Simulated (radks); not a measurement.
Isoelectronic series with 7 electrons, each ion in its NIST ground configuration. Method: non-relativistic Kohn-Sham, SCAN, spin-polarised, spherical densities, point nucleus; open shells are filled with parallel spins first (spin-orbit coupling, left out, can overturn this in heavy ions); meta-GGA in the generalised Kohn-Sham scheme; computed with a radial shooting solver on a logarithmic mesh with Libxc functionals. Total energies (hartree) and orbital eigenvalues (eV):

| ion | configuration | E (hartree) | 2p up | 2s down | 2s up |
|---|---|---|---|---|---|
| F2+ | [He] 2s2 2p3 | -97.81253 | -52.8743 | -63.3658 | -72.8841 |
| P8+ | [He] 2s2 2p3 | -305.61477 | -350.9010 | -374.4930 | -393.2593 |
| Cl10+ | [He] 2s2 2p3 | -400.89672 | -504.9189 | -532.9017 | -554.7060 |
| Sc14+ | [He] 2s2 2p3 | -630.46799 | -894.7132 | -931.4823 | -959.3499 |
| Co20+ | [He] 2s2 2p3 | -1072.33415 | -1683.643 | -1733.596 | -1770.549 |
| Cu22+ | [He] 2s2 2p3 | -1245.62419 | -2001.064 | -2055.412 | -2095.392 |
| As26+ | [He] 2s2 2p3 | -1631.20551 | -2717.559 | -2780.698 | -2826.733 |
| Nb34+ | [He] 2s2 2p3 | -2558.37118 | -4477.134 | -4557.856 | -4616.001 |
| Tc36+ | [He] 2s2 2p3 | -2822.66300 | -4985.063 | -5070.180 | -5131.353 |
| Ag40+ | [He] 2s2 2p3 | -3390.24699 | -6082.559 | -6176.468 | -6243.698 |
| In42+ | [He] 2s2 2p3 | -3693.53912 | -6672.127 | -6770.431 | -6840.689 |

Estimate the row of Mn18+ ([He] 2s2 2p3).

Answer. E (hartree) -912.04465; 2p up -1393.442; 2s down -1439.000; 2s up -1472.925.
